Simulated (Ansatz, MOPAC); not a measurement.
Scan of H2N (cation, charge +1), triplet: symmetric bend, bond length relaxed. Scanned: H-N-H angle. Other coordinates (N-H bond length) were minimised at PBE0/def2-TZVP.

Levels of theory: FCI/cc-pVDZ = full CI/cc-pVDZ, frozen core (Ansatz, a quantum-chemistry and plane-wave program); CCSD(T)/cc-pVDZ = CCSD(T) on UHF/cc-pVDZ, frozen core in Ansatz; PM7, unrestricted, heats of formation (MOPAC).

Energies in kcal/mol, each method relative to its own lowest point.

| a / ° | FCI/cc-pVDZ | CCSD(T)/cc-pVDZ | PM7 |
|---|---|---|---|
| 172.23 | 0.7 | 0.7 | 0.0 |
| 161.73 | 0.3 | 0.3 | 0.5 |
| 151.12 | 0.0 | 0.0 | … |
| 142 | 0.4 | 0.4 | … |
| 129.22 | 2.8 | 2.8 | … |
| 118.83 | 7.2 | 7.2 | … |
| 112.48 | 11.1 | 11.2 | … |
| 98.85 | 23.6 | 23.6 | 36.7 |
| 90.71 | 33.9 | 34.0 | 48.3 |
| 77.83 | 55.5 | — | — |

Question: What belongs in the gaps?

Answer: 
- 151.12, PM7: 1.8
- 142, PM7: 3.9
- 129.22, PM7: 9.1
- 118.83, PM7: 15.9
- 112.48, PM7: 21.3

A dash means that the run gave no value there, or that the column was ended at a point which the program doubted or which failed a test of continuity chosen for this set; such a test can also cut sound points.

The scan ran from 180.0 to 60.0; beyond the range shown the relaxed coordinates jump or full CI changes its symmetry label.
